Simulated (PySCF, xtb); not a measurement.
Al(H)(Cl)(Et) (C₂H₆AlCl), SMILES C[CH2][AlH][Cl]. The values are those of a single conformer.

Harmonic wavenumbers (cm⁻¹) from GFN2-xTB run with xtb at its own minimum, in rising order: 48, 86, 129, 189, 408, 508, 587, 620, 663, 899, 964, 1033, 1206, 1214, 1407, 1460, 1494, 1497, 1795, 2860, 2885, 3000, 3004, 3016.

Task: What does PBE0-D3(BJ)/def2-SVP run with PySCF give at its own minimum? (The exact figures need the calculation; the answer reports its results.)

Result: 23, 112, 184, 243, 393, 516, 619, 629, 678, 922, 959, 1053, 1219, 1236, 1394, 1418, 1470, 1481, 1956, 3038, 3044, 3084, 3129, 3135. Paired by order, the mean absolute difference is 52 cm⁻¹ and the zero-point energies are 44.3 and 45.7 kcal/mol.
